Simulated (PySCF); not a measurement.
The numbers are results of PySCF with B3LYP-D3(BJ)/def2-TZVP // PBE0-D4/def2-SVP, not measurements. Isolated molecules, 0 K electronic values unless said otherwise. One relaxed conformer stands for a flexible species; it need not be the lowest. B3LYP has the VWN-RPA correlation part, as in Gaussian. Delta-SCF ions had no search for a lower state. Excitations are Tamm–Dancoff values on a coarser integration grid. The basis has no diffuse functions, so Rydberg states are missing or too high.

Reference species (SMILES): `Bc1cc(S)cs1` (neutral, multiplicity 1).

```yaml
S1–T1 gap (TDA): 0.75 eV
vertical ionisation energy (Delta-SCF): 8.67 eV
```

Changed species: `Bc1ccc(S)s1`.

Q: What does the change do to the S1–T1 gap (TDA) and vertical ionisation energy (Delta-SCF)?

A: the S1–T1 gap (TDA) rises by 0.78 eV, to 1.53 eV; the vertical ionisation energy (Delta-SCF) decreases by 0.35 eV, to 8.32 eV.
